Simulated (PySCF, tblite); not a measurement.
C6H12ClFO.
Geometry (GFN2-xTB, Å), atoms numbered from 1 in this order:
```xyz
21
C6H12ClFO angstrom
C      1.697    1.283    0.503
O      0.756    0.932   -0.491
C      0.088   -0.306   -0.373
C     -0.634   -0.495   -1.711
C      1.037   -1.490   -0.116
Cl     2.319   -1.576   -1.345
C     -0.968   -0.295    0.771
C     -1.801    0.974    0.808
F     -0.336   -0.447    1.999
H      2.613    0.690    0.422
H      1.938    2.327    0.308
H      1.293    1.189    1.513
H      0.106   -0.620   -2.496
H     -1.219    0.391   -1.936
H     -1.282   -1.367   -1.685
H      1.526   -1.404    0.854
H      0.481   -2.426   -0.163
H     -1.607   -1.183    0.676
H     -2.515    0.974   -0.009
H     -1.159    1.846    0.721
H     -2.342    1.021    1.750
```

Theory: PBE0/pcSseg-1 in PySCF (dipole) on a GFN2-xTB geometry, gas phase.

Masses are those of the commonest isotopes; rigid-rotor values at the optimised geometry. The values belong to one conformer with, in the numbering `[CH3:1][O:2][C@@:3]([CH3:4])([CH2:5][Cl:6])[C@H:7]([CH3:8])[F:9]`, C1–O2–C3–C4 -170°, O2–C3–C5–Cl6 -54°, O2–C3–C7–C8 43°.

(1) Give the principal moments of inertia and the rotational constants in MHz.

(2) Classify the top.

(3) What does the inertial defect say?

(4) Give the other two planar moments, Paa and Pbb, and the rms extents of the mass along the axes.

(5) Which types of transition are allowed, and where do some lines up to J = 5 fall?

Results:

(1) Ia = 247.89, Ib = 553.73, Ic = 574.27 u·Å²; 505379 MHz·u·Å²/I gives A = 2039, B = 912.7, C = 880.0 MHz.

(2) A near-prolate asymmetric top. Ray's parameter κ = (2B − A − C)/(A − C) = -0.944; −1 is the prolate and +1 the oblate limit.

(3) Not planar: Δ = Ic − Ia − Ib = -227.35 u·Å². For a rigid frame Δ = −2 Σ m c², so Σ m c² = 113.68 u·Å² lies off the ab plane: 16.67 from hydrogen and 97.00 from heavier atoms. The atom farthest from that plane is 1.89 Å away.

(4) Paa = Σ m a² = (Ib + Ic − Ia)/2 = 440.05 and Pbb = Σ m b² = (Ia + Ic − Ib)/2 = 134.22 u·Å². With the mass M = 154.06 u, the rms extents √(P/M) along a, b and c are 1.69, 0.93, 0.86 Å.

(5) The dipole components are |μa| = 1.77 D, |μb| = 0.92 D, |μc| = 0.42 D. Intensities carry the squares of the components, which stand as 1.00 : 0.27 : 0.06 (a : b : c). Some lines, for components of 0.1 D or more:

```json
{"type": "a", "branch": "Q", "J(Ka,Kc)": "5(1,4) ← 5(1,5)", "MHz": "489", "lower level (cm⁻¹)": "0.927"}
{"type": "b", "branch": "Q", "J(Ka,Kc)": "5(2,3) ← 5(1,4)", "MHz": "3210", "lower level (cm⁻¹)": "0.943"}
{"type": "c", "branch": "Q", "J(Ka,Kc)": "4(2,3) ← 4(1,3)", "MHz": "3265", "lower level (cm⁻¹)": "0.641"}
{"type": "b", "branch": "Q", "J(Ka,Kc)": "3(2,2) ← 3(1,3)", "MHz": "3525", "lower level (cm⁻¹)": "0.394"}
{"type": "a", "branch": "R", "J(Ka,Kc)": "2(1,2) ← 1(1,1)", "MHz": "3553", "lower level (cm⁻¹)": "0.097"}
{"type": "c", "branch": "Q", "J(Ka,Kc)": "3(3,1) ← 3(2,1)", "MHz": "5709", "lower level (cm⁻¹)": "0.511"}
{"type": "b", "branch": "Q", "J(Ka,Kc)": "3(3,1) ← 3(2,2)", "MHz": "5712", "lower level (cm⁻¹)": "0.511"}
{"type": "b", "branch": "Q", "J(Ka,Kc)": "4(3,2) ← 4(2,3)", "MHz": "5714", "lower level (cm⁻¹)": "0.750"}
{"type": "b", "branch": "R", "J(Ka,Kc)": "2(2,1) ← 1(1,0)", "MHz": "6996", "lower level (cm⁻¹)": "0.098"}
{"type": "b", "branch": "Q", "J(Ka,Kc)": "5(4,1) ← 5(3,2)", "MHz": "7994", "lower level (cm⁻¹)": "1.240"}
{"type": "a", "branch": "R", "J(Ka,Kc)": "5(1,5) ← 4(1,4)", "MHz": "8879", "lower level (cm⁻¹)": "0.631"}
{"type": "a", "branch": "R", "J(Ka,Kc)": "5(4,2) ← 4(4,1)", "MHz": "8965", "lower level (cm⁻¹)": "1.208"}
{"type": "a", "branch": "R", "J(Ka,Kc)": "5(1,4) ← 4(1,3)", "MHz": "9042", "lower level (cm⁻¹)": "0.641"}
{"type": "b", "branch": "R", "J(Ka,Kc)": "4(2,3) ← 3(1,2)", "MHz": "10500", "lower level (cm⁻¹)": "0.400"}
{"type": "c", "branch": "R", "J(Ka,Kc)": "3(3,0) ← 2(2,0)", "MHz": "11090", "lower level (cm⁻¹)": "0.332"}
{"type": "c", "branch": "R", "J(Ka,Kc)": "5(2,4) ← 4(1,4)", "MHz": "12554", "lower level (cm⁻¹)": "0.631"}
{"type": "b", "branch": "R", "J(Ka,Kc)": "4(3,2) ← 3(2,1)", "MHz": "12881", "lower level (cm⁻¹)": "0.511"}
{"type": "b", "branch": "R", "J(Ka,Kc)": "4(3,1) ← 3(2,2)", "MHz": "12885", "lower level (cm⁻¹)": "0.511"}
{"type": "b", "branch": "R", "J(Ka,Kc)": "5(4,1) ← 4(3,2)", "MHz": "16960", "lower level (cm⁻¹)": "0.941"}
{"type": "b", "branch": "R", "J(Ka,Kc)": "5(5,0) ← 4(4,1)", "MHz": "19245", "lower level (cm⁻¹)": "1.208"}
```

Its GFN2-xTB frequencies are all real (lowest 78 cm⁻¹). Constants of a rigid frame at the computed geometry: no zero-point averaging, no centrifugal distortion. A rigid rotor knows nothing of internal rotation, which can split or shift real lines. Quadrupole hyperfine structure (35Cl) is left out.

Time: 1.7 min (with the writing of density and orbital grids); peak memory 1.1 GiB. Hardware: Arm Neoverse N1, one thread, shared host with 64 logical CPUs at a one-minute load of 64. This is the PBE0/pcSseg-1 job that gave the dipole, with the shieldings it also computed.
